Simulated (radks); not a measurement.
Task: All-electron calculation, non-relativistic Kohn-Sham, LDA (Slater exchange, Perdew-Wang correlation), spin-polarised, spherical densities, point nucleus; open shells are filled with parallel spins first (spin-orbit coupling, left out, can overturn this in heavy ions). Program: a radial shooting solver on a logarithmic mesh with Libxc functionals. Response by self-consistent Sternheimer equations with the Hartree and adiabatic LDA kernel. For heavy and open-shell atoms this level of theory can miss by tens of per cent. Rank Yb2+, Sr3+, Tb, V, In, Dy2+ (NIST ground configurations) by static dipole polarisability, largest first.

Result: Tb 192.6, V 85.09, In 73.98, Dy2+ 7.632, Yb2+ 6.490, Sr3+ 4.588 bohr^3.
